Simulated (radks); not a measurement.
Results of a calculation; reference values are marked as such.
Dynamic dipole polarisability and lines of the technetium ion Tc7+, [Kr]. Level of theory: scalar-relativistic Kohn-Sham, LB94 model potential, spin-polarised, spherical densities, finite nucleus; Fermi nuclear charge, rms radius of each element as measured or else 0.836 A^(1/3) + 0.57 fm (a radial shooting solver on a logarithmic mesh with Libxc functionals). Time-dependent linear response with the Hartree and adiabatic LDA kernel, continuum included through the Sternheimer equations, no spin-orbit coupling, so fine structure and intercombination lines are absent. Lines are the poles of the dipole polarisability below minus the highest occupied eigenvalue, found on a grid refined at the orbital gaps; the lowest seven at most are given, and weak or close lines can be missed. The first line takes the name of the lowest orbital gap if no other gap lies below it; otherwise a line is named after a gap within 0.6 % of it, if that gap stands alone.

photon energy (eV)  alpha (bohr^3)
0                            1.452
12.479                       1.521
27.455                       1.868
42.430                       3.185
57.405                      -30.76
72.380                      -2.730
87.356                     -0.9199
102.33                     -0.3102
117.31                     -0.4186
132.28                     -0.2417
147.26                     -0.1971

Lines (eV, oscillator strength): 56.273 (22.03 nm, 4p-4d), f = 5.42; 68.863 (18.00 nm, 4p-5s), f = 0.606; 96.508 (12.85 nm, unassigned), f = 0.00951; 104.24 (11.89 nm, 4p-6s), f = 0.114; 109.52 (11.32 nm, 4s-5p), f = 0.0746; 116.90 (10.61 nm, 4p-6d), f = 0.0103; 120.77 (10.27 nm, 4p-7s), f = 0.0490. Higher lines, where found, are left out when the end of the mesh affects them. Those listed give 95 % of the static polarisability (sum of f/w^2). Orbital energy gaps for comparison: 4p-4d 44.648 eV; 4p-5s 68.579 eV; 4p-5d 95.314 eV; 4p-6s 104.17 eV; 4s-5p 109.01 eV.
